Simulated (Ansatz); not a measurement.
`NC(Cl)=[Se]` and `BC(N)=[Se]` differ in one atom or group.

Ansatz, PBE0-D4/def2-TZVP geometries, multiplicity 1. Each molecule was computed in one conformer, which needn't be the lowest.

Scalar relativity is left out up to krypton.

```tsv
property	`NC(Cl)=[Se]`
size of the dipole moment (B3LYP/def2-TZVPP) / D	4.01
HOMO–LUMO gap (ωB97M-V/def2-TZVPP) / eV	8.92
HOMO–LUMO gap (PBE/def2-TZVPP) / eV	2.80
HOMO energy (PBE0/def2-TZVPP) / eV	-6.29
LUMO energy (B3LYP/def2-TZVPP) / eV	-1.75
HOMO energy (B3LYP/def2-TZVPP) / eV	-6.04
```

Problem. Give the same properties after the change, and the shifts. (Estimate.)

Solution. Computed: 
```
                                        property  `BC(N)=[Se]`  shift
size of the dipole moment (B3LYP/def2-TZVPP) / D          4.47   0.46
         HOMO–LUMO gap (ωB97M-V/def2-TZVPP) / eV          9.55   0.63
             HOMO–LUMO gap (PBE/def2-TZVPP) / eV          3.47   0.67
              HOMO energy (PBE0/def2-TZVPP) / eV         -6.71  -0.42
             LUMO energy (B3LYP/def2-TZVPP) / eV         -1.50   0.25
             HOMO energy (B3LYP/def2-TZVPP) / eV         -6.50  -0.46
```

With PBE0 the HOMO falls by 0.42 eV and the LUMO rises by 0.25 eV, so the gap widens by about 0.67 eV. PBE moves the HOMO by -0.50 eV and ωB97M-V by -0.36 eV. The zero-point energy changes by 54.3 kJ/mol with +6 modes. Dipoles are sizes alone; their direction can turn.

B3LYP here is the variant with VWN-RPA as its local correlation; programs differ in this.

Spin–orbit coupling is left out; it splits and shifts lone-pair levels of the heavy atoms by tenths of an eV.
